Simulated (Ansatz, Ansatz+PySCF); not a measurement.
```yaml
atoms:
  - { symbol: Al, position_ang: [0.0169, -0.0455, -1.0918] }
  - { symbol: P, position_ang: [-0.0180, -0.0184, 1.0608] }
```

Basis set: def2-SVP (spherical functions). Left uncorrelated: 10 orbitals. Correlation on ROHF uses semicanonical orbitals with singles. Charge 0, multiplicity 3.

Computed with Ansatz (development build ahead of 0.2.0); each method stands on the lowest determinant of its kind that the runs found.

The atomization energy at this shape (free ground-state atoms in the same class of orbitals less the molecule, no zero-point energy) of triplet AlP:

```tsv
method	atomization energy
UHF-MP2	28.79 kcal/mol
UHF-CCSD(T)	35.18 kcal/mol
ROHF	14.48 kcal/mol
UHF	17.05 kcal/mol
```

**Question.** What does ROHF-MP2 give?

**Answer.** 30.67 kcal/mol. Caution: the shape is not the minimum. Caution for ROHF-MP2: a plain start can end on a higher determinant. Caution for UHF-MP2, UHF-CCSD(T), UHF: the determinant may break the point group; the unrestricted determinant is spin contaminated. Caution for UHF-CCSD(T): another reference gives a lower total.
